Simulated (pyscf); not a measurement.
**[Cl–Zn]•, doublet**

Gas-phase minimum from PySCF at ωB97X-D3(BJ)/def2-SVP, one conformer. 

```
Cl
Zn 1 2.1584
```
Charge 0, spin multiplicity 2.

Properties at ωB97X-D3(BJ)/def2-SVP:

| Property | Value |
|---|---|
| Harmonic wavenumbers, unscaled | 386 cm⁻¹ |
| Zero-point energy | 0.6 kcal/mol |
| Rotational symmetry number | 1 |
| Entropy of this conformer at 298 K and 1 atm, rigid rotor and harmonic oscillator, modes under 100 cm⁻¹ raised to 100 | 244.3 J/(mol K) |
| Dipole moment | 3.45 D |
| Spin expectation value S2 | 0.753 |

Single-point totals, which compare only within one level (frozen core for MP2 and CC):

```csv
level,total energy (hartree)
ωB97X-D3(BJ)/def2-TZVP,-2239.58916
PBE/def2-TZVP,-2239.17142
r²SCAN/def2-TZVP,-2239.58269
B3LYP-D3(BJ)/def2-TZVP,-2239.69633
PBE0-D3(BJ)/def2-TZVP,-2239.22869
M06-2X/def2-TZVP,-2239.59101
ωB97M-D3(BJ)/def2-TZVP,-2239.70547
UHF/def2-TZVPP,-2237.35662
MP2/def2-TZVPP,-2238.34847
CCSD/def2-TZVPP,-2238.28531
CCSD(T)/def2-TZVPP,-2238.30939
```

The CCSD(T) − MP2 part came from Ansatz, without density fitting, on the same reference. The frozen core leaves the outer d or s,p core shells of the metals and heavy elements correlated in the MP2 and CC values, and def2-TZVPP describes them poorly, so these totals are far from the basis limit. The term symbol of open-shell Cl–Zn was not checked; spin-orbit terms and orbital degeneracy are left out. Elements up to Kr have no core potential and no relativistic terms here.
